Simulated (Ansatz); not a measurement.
Start from `CC(C)=CBF` and change one atom or group to get `CCC=C(C)C`.

Ansatz, PBE0-D4/def2-TZVP geometries, multiplicity 1. Each molecule was computed in one conformer, which needn't be the lowest.

```
                                          property  `CC(C)=CBF`
size of the dipole moment (ωB97M-V/def2-TZVPP) / D         2.81
             LUMO energy (ωB97M-V/def2-TZVPP) / eV         0.67
    size of the dipole moment (PBE/def2-TZVPP) / D         2.83
               HOMO–LUMO gap (PBE/def2-TZVPP) / eV         4.29
                LUMO energy (PBE0/def2-TZVPP) / eV        -1.34
                HOMO energy (PBE0/def2-TZVPP) / eV        -7.65
```

Question: Give the same properties after the change, and the shifts. (Best estimate.)

Answer: Computed: 
```json
{"property": "size of the dipole moment (ωB97M-V/def2-TZVPP) / D", "`CCC=C(C)C`": "0.27", "shift": "-2.54"}
{"property": "LUMO energy (ωB97M-V/def2-TZVPP) / eV", "`CCC=C(C)C`": "2.57", "shift": "1.90"}
{"property": "size of the dipole moment (PBE/def2-TZVPP) / D", "`CCC=C(C)C`": "0.27", "shift": "-2.56"}
{"property": "HOMO–LUMO gap (PBE/def2-TZVPP) / eV", "`CCC=C(C)C`": "5.27", "shift": "0.98"}
{"property": "LUMO energy (PBE0/def2-TZVPP) / eV", "`CCC=C(C)C`": "0.73", "shift": "2.07"}
{"property": "HOMO energy (PBE0/def2-TZVPP) / eV", "`CCC=C(C)C`": "-6.62", "shift": "1.03"}
```

With PBE0 the HOMO rises by 1.03 eV and the LUMO rises by 2.07 eV, so the gap widens by about 1.04 eV. PBE moves the HOMO by 1.04 eV and ωB97M-V by 0.98 eV. Dipoles are sizes alone; their direction can turn.
